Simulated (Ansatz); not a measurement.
Reaction: H5SiPO (hydroxysilylphosphane, SMILES [SiH2](P)O) → H4SiPO (SMILES [O][SiH2]P, doublet) + H (doublet) (the H-O bond breaks)
Each species at its own B3LYP-D3(BJ)/def2-TZVP minimum (Ansatz, an electronic-structure program), one conformer.

Property: bond dissociation energy (electronic), in kcal/mol. Radicals and triplets start from unrestricted determinants; spin-orbit coupling is neglected. CBS(X,Y): correlation extrapolated as X^-3, Hartree-Fock from the larger set. A bracket is a step between two methods taken in the basis named. Functionals run without relativity, which enters their misses. Double hybrids freeze cores in their MP2 part. '+ core + X2C': CCSD(T) terms for core correlation (cc-pwCVTZ, 1s frozen past Ne) and scalar relativity (cc-pVTZ-DK). Where a partner has so few electrons that a lower coupled-cluster level is exact, that level stands in. The UHF reference of H4OPSi ([O][SiH2]P, doublet) is spin-contaminated (<S^2> up to 0.03 over the pure value in the sets run).

CCSD(T)/CBS(cc-pV(T+d)Z,cc-pV(Q+d)Z) + [CCSDT(Q) - CCSD(T)]/cc-pV(D+d)Z + core + X2C (Ansatz) gives 119.7 kcal/mol.

How far off this value is PBE/def2-TZVPD (Ansatz), in which direction, and how far these levels: r2SCAN/def2-TZVPD, B3LYP/def2-TZVPD, B2PLYP/def2-TZVPD, CCSD(T)/CBS(cc-pV(T+d)Z,cc-pV(Q+d)Z) + core + X2C?

PBE gives 107.0 kcal/mol, 12.7 kcal/mol below it. Differences of the others: r2SCAN/def2-TZVPD (Ansatz) -10.3; B3LYP/def2-TZVPD (Ansatz) -8.2; B2PLYP/def2-TZVPD (Ansatz) -4.7; CCSD(T)/CBS(cc-pV(T+d)Z,cc-pV(Q+d)Z) + core + X2C (Ansatz) 0.9 kcal/mol.
